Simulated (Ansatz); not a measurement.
Geometry optimisation, RHF/def2-SVP (Ansatz 0.2.0).

The input (input.yaml):

```yaml
crystal:
  periodic: [false, false, false]
  atoms:
    - { symbol: Ta, position_ang: [-0.479459, 0.397571, 0.291493] }
    - { symbol: O, position_ang: [2.598526, -0.516051, 0.223457] }
    - { symbol: H, position_ang: [2.812414, -1.252178, 0.777637] }
    - { symbol: O, position_ang: [-0.492259, -0.021079, 2.142288] }
    - { symbol: H, position_ang: [-0.232467, -0.259682, 3.014183] }
    - { symbol: O, position_ang: [-0.003243, 0.839541, -1.476394] }
    - { symbol: H, position_ang: [0.590283, 0.879544, -2.206028] }
    - { symbol: O, position_ang: [-2.207113, 1.134149, 0.240012] }
    - { symbol: H, position_ang: [-2.885977, 1.26532, 0.88397] }
    - { symbol: F, position_ang: [-0.360092, -1.457846, -0.096304] }
    - { symbol: P, position_ang: [1.060101, 2.295813, 0.995212] }
    - { symbol: H, position_ang: [1.819996, 1.763958, 2.05954] }
    - { symbol: H, position_ang: [2.076975, 2.330667, 0.020837] }
    - { symbol: H, position_ang: [2.736616, 0.282872, 0.754095] }
basis:
  gaussian: { orbitals: def2-SVP }
hamiltonian:
  xc: hf
relax:
  f_tol: 0.03
  max_steps: 50
```

Run as:

```bash
$ ansatz run input.yaml --threads 4 --pin off --max-ram 5120MiB --backend cpu --events-out ev --progress --plain --runs-dir out
```

Q: Where does it end, and by what steps?

A: It converged. After 20 steps the energy has fallen by 0.521 eV; H3 moved furthest, 0.89 Å. Joined: Ta1–O2 (3.21 → 2.37 Å).

| step | energy less start (eV) | largest force component (eV/Å) | accepted |
| --- | --- | --- | --- |
| 0 | 0.0000 | 1.249 | yes |
| 1 | 0.0280 | 2.492 | no |
| 2 | -0.0804 | 1.065 | yes |
| 3 | -0.1329 | 1.054 | yes |
| 4 | -0.2043 | 1.272 | yes |
| 5 | -0.2992 | 1.645 | yes |
| 6 | -0.4004 | 1.496 | yes |
| 7 | -0.4441 | 1.332 | yes |
| 8 | -0.4625 | 1.201 | yes |
| 9 | -0.4432 | 0.664 | no |
| 10 | -0.4991 | 0.320 | yes |
| 11 | -0.5084 | 0.157 | yes |
| 12 | -0.5040 | 0.517 | no |
| 13 | -0.5145 | 0.166 | yes |
| 14 | -0.5178 | 0.116 | yes |
| 15 | -0.5180 | 0.222 | yes |
| 16 | -0.5200 | 0.079 | yes |
| 17 | -0.5201 | 0.097 | yes |
| 18 | -0.5207 | 0.031 | yes |
| 19 | -0.5206 | 0.110 | no |
| 20 | -0.5213 | 0.017 | yes |

```xyz
14
Properties=species:S:1:pos:R:3
Ta -0.202 0.293 0.288
O 2.012 -0.534 0.380
H 2.040 -1.483 0.391
O -0.263 -0.035 2.170
H -0.099 0.187 3.068
O 0.190 0.819 -1.481
H 0.603 1.287 -2.182
O -2.001 0.842 0.206
H -2.698 0.880 0.842
F -0.195 -1.590 -0.106
P 1.031 2.516 1.007
H 1.853 2.067 2.068
H 2.064 2.615 0.047
H 2.699 -0.180 0.926
```

Whether the end is a true minimum wasn't checked by a vibrational analysis.

The run took 98 s on 4 threads of Intel(R) Xeon(R) Platinum 8259CL CPU @ 2.50GHz (Skylake/Cascade Lake), on a shared host, peak memory 0.52 GiB.
